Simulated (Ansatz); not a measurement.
Species: C3H8ClSi, charge 0, multiplicity 2. It need not be the lowest isomer of its formula. 
Geometry from a B3LYP-D3(BJ)/def2-TZVP (Ansatz, an electronic-structure program) optimisation:
```
Si
C 1 1.8382
H 2 1.0846 1 122.65
H 2 1.0846 3 114.53 1 -175.39
C 1 1.8644 2 111.27 3 29.27
H 5 1.0913 1 110.90 2 -55.88
H 5 1.0913 6 108.03 1 121.57
H 5 1.0927 6 108.23 7 117.07
C 1 1.8644 2 111.27 3 155.71
H 9 1.0913 1 110.90 2 55.88
H 9 1.0913 10 108.03 1 -121.57
H 9 1.0927 10 108.23 11 -117.07
Cl 1 2.0981 2 107.51 3 -87.51
```
Charge 0, spin multiplicity 2.

Property: atomisation energy (electronic, to ground-state atoms), in kcal/mol. Correlated levels leave the core frozen unless marked. UHF or UKS for open shells. No spin-orbit coupling. No relativistic terms. The coupled-cluster limit lacks core correlation, which all-electron functionals hold. CBS(X,Y): correlation extrapolated as X^-3; Hartree-Fock from the larger set.

```json
[
 {"level": "PBE/def2-TZVPD", "program": "Ansatz", "atomisation energy (kcal/mol)": "1155.8"},
 {"level": "r2SCAN-D4/def2-TZVPD", "program": "Ansatz + dftd4", "atomisation energy (kcal/mol)": "1157.0"}
]
```

Question: Estimate the value at CCSD(T)/CBS(cc-pV(T+d)Z,cc-pV(Q+d)Z) as computed with Ansatz.

Answer: 1150.7 kcal/mol
